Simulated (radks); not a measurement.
Excited configurations of Zr3+: one electron is placed in a higher orbital outside [Kr]. The ground configuration is [Kr] 4d1. Calculated with a radial shooting solver on a logarithmic mesh with Libxc functionals: Dirac Kohn-Sham, PBE, spin-unpolarised, spherical densities, point nucleus; open shells fill j = l - 1/2 first. Excitation = E - E(ground); binding = E(ion) - E, where the ion is the core of charge +4; n* = 4/sqrt(2 binding) in atomic units, and the quantum defect is n - n*.

| outer orbital | excitation (eV) | binding (eV) | n* | quantum defect | <r> (bohr) |
|---|---|---|---|---|---|
| 4f5/2 | 19.507 | 14.817 | 3.833 | 0.167 | 3.824 |
| 5s1/2 | 4.611 | 29.714 | 2.707 | 2.293 | 2.857 |
| 5p1/2 | 9.924 | 24.401 | 2.987 | 2.013 | 3.246 |
| 5d3/2 | 17.702 | 16.623 | 3.619 | 1.381 | 4.330 |
| 5f5/2 | 24.394 | 9.930 | 4.682 | 0.318 | 6.743 |
| 6s1/2 | 18.398 | 15.927 | 3.697 | 2.303 | 5.266 |
| 6p1/2 | 20.522 | 13.803 | 3.971 | 2.029 | 5.854 |
| 6d3/2 | 23.986 | 10.339 | 4.589 | 1.411 | 7.371 |
| 6f5/2 | 27.399 | 6.926 | 5.607 | 0.393 | 10.45 |
| 7s1/2 | 24.369 | 9.956 | 4.676 | 2.324 | 8.381 |
| 7p1/2 | 25.436 | 8.889 | 4.949 | 2.051 | 9.172 |
| 7f5/2 | 29.251 | 5.074 | 6.550 | 0.450 | 14.90 |

The Delta-SCF ionisation energy is 34.325 eV (NIST Atomic Spectra Database: 34.418 eV, measured). Self-interaction in the functional shifts the binding energies and quantum defects, so they are the method's values and not measured ones. Spin polarisation and multiplet splitting are left out, so open shells lie too high by an amount that depends on their filling.

Beside tabulated values, note that spin-unpolarised runs miss the spin-polarisation part of the exchange energy of open shells.
